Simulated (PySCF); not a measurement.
A calculated (LDA, PySCF 2.14, aug-cc-pVDZ-DK, scalar relativity by spin-free X2C-1e) atom or ion has these occupied shells.

```
shell  electrons  orbital energy (eV)  rms radius, mean of both spins (bohr)
 1s α          1              -8182.3                                 0.0625
 1s β          1              -8182.2                                 0.0625
 2s α          1              -974.40                                  0.266
 2s β          1              -973.86                                  0.266
 2p α          3              -839.02                                  0.238
 2p β          3              -838.60                                  0.238
 3s α          1              -105.75                                  0.801
 3s β          1              -104.66                                  0.801
 3p α          3              -66.642                                  0.854
 3p β          3              -65.571                                  0.854
 3d α          5               -5.269                                   1.35
 4s α          1               -5.162                                   3.15
 3d β          4               -4.154                                   1.35
```

Problem. Name the element and its charge.

Solution. Ni (nickel, neutral), in [Ar] 3d9 4s1, high-spin 3D determinant (an excited configuration).
